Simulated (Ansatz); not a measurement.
**One arrangement of a pair**

The pair of Br⁻ (SMILES [Br-], atom 1) and CH₃F (SMILES CF, atoms 2–6), both closed shells, in one local arrangement (a lower one may exist), relaxed at PBE0-D4/def2-TZVPD:

```tsv
atom	x (Å)	y (Å)	z (Å)
Br1	-0.2765	-0.1135	-2.8732
C2	0.0490	0.0199	0.5095
F3	0.1837	0.0808	1.9067
H4	1.0003	0.2734	0.0455
H5	-0.7140	0.7276	0.1908
H6	-0.2426	-0.9882	0.2207
```

Computed with Ansatz 0.2.0 (basis: def2-TZVPPD, with def2-QZVPPD for the basis limit); correlated methods freeze the cores. Filled d shells of the heavier atoms are correlated. The def2 sets are not built for correlating such inner shells, so the correlated values are less sure here. B3LYP uses VWN-RPA correlation. Extrapolation: Hartree–Fock as exp(−7.88 √X), correlation as X^−2.97. Interaction energies count from these two fragments, frozen as in the pair, with the counterpoise correction; negative means bound.

What is the interaction energy by CCSD(T) at an estimated basis limit (MP2 extrapolated from triple and quadruple zeta, plus CCSD(T) − MP2 in triple zeta)? (To be estimated.)

Computed: -8.86 kcal/mol. Hartree–Fock alone gives -6.74 kcal/mol at the basis limit. It counts from the two fragments frozen as in the pair.

The same quantity by other methods in triple zeta, and each one's difference from that estimate:
```
   method  E_int (kcal/mol)  difference
   PBE-D4             -8.57        0.29
revPBE-D4             -8.04        0.82
  BLYP-D4             -7.99        0.87
r2SCAN-D4             -8.57        0.30
   B97M-V             -8.51        0.35
  PBE0-D4             -8.66        0.20
 B3LYP-D4             -8.38        0.48
 HSE06-D4             -8.66        0.21
  wB97X-V             -8.65        0.21
  wB97M-V             -8.69        0.17
   B2PLYP             -7.64        1.22
       HF             -6.72        2.14
      MP2             -8.29        0.57
     CCSD             -8.00        0.86
  CCSD(T)             -8.20        0.66
```
Differences are method less estimate.

Basis-set superposition shift (counterpoise-corrected less uncorrected): CCSD(T) 0.93; MP2 0.89; HF 0.07; PBE0-D4 0.09; wB97M-V 0.07 kcal/mol.

T1 diagnostic: at most 0.011.

For scale, one of the runs: CCSD(T)/def2-TZVPPD, 185 basis functions, launched by `ansatz run in.yaml --threads 4 --pin off --events-out ev --progress --plain --max-ram 9574MiB`. Hardware: 4 CPU threads of an Arm Neoverse V1, shared host. Wall time 64 s; peak host memory 2 GiB.
